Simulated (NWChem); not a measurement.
Species: C2H4FNOSi; SMILES C(=O)=N[Si@H](F)C

```xyz
10

C     -1.5736     1.5616     0.2812
Si     0.0148     0.8573    -0.3872
F      1.2665     1.4746     0.4212
N      0.0367    -0.8432    -0.1713
C      0.1700    -2.0163     0.0493
O      0.2819    -3.1702     0.2549
H     -1.6894     1.3288     1.3455
H     -1.5982     2.6512     0.1669
H     -2.4357     1.1453    -0.2527
H      0.2234     1.1357    -1.8250
```
Atoms are numbered in this order, from 1.

Program: NWChem. Pople sets run with spherical d functions. The geometry was optimised at B3LYP/6-31G* (spherical d). Vzz is the largest principal value of the second derivative of the potential at the nucleus (NWChem prints the opposite sign); η is the asymmetry. Non-relativistic.

Q: What does the run give for PBE/6-31G*? Quantities: Vzz N4 (a.u.); η N4; Vzz O6 (a.u.); η O6.

A: 
- Vzz N4 (a.u.): 0.471
- η N4: 0.05
- Vzz O6 (a.u.): 0.773
- η O6: 0.09
